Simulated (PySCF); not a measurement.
# Electronic structure of B (boron, neutral) at the r2SCAN level

Configuration: [He] 2s2 2p1, 2P determinant. Calculation: PySCF 2.14, in def2-TZVP; no relativity, point nucleus.

- Total energy: -24.6368 hartree
- One-electron energy: -32.3881 hartree
- Hartree (Coulomb) energy: 11.6232 hartree
- Exchange-correlation energy: -3.8719 hartree
- Kinetic energy: 24.54878 hartree
- ⟨S²⟩: 0.7574
- ⟨L²⟩: 2.021
- Sum of ⟨r⟩: 6.781 bohr
- Sum of ⟨r²⟩: 15.71 bohr²
- Traceless quadrupole moment −½Σ⟨3z² − r²⟩ along its main axis: -2.34 e·bohr²
- Density at the nucleus (Gaussians lack the cusp): 69.8 bohr⁻³
- Spin density at the nucleus: 0.0166 bohr⁻³
- Langevin diamagnetic susceptibility: -12.4 ×10⁻⁶ cm³/mol
- Time after the integrals: 0.17 s of wall time on 1 thread of Intel(R) Xeon(R) 6975P-C (shared host)

```
shell  electrons  mean orbital energy (eV)  rms radius, mean of both spins (bohr)
 1s α          1                   -183.39                                  0.382
 1s β          1                   -183.10                                  0.382
 2s α          1                    -9.942                                   2.17
 2s β          1                    -8.757                                   2.17
 2p α          1                    -4.574                                   2.45
```
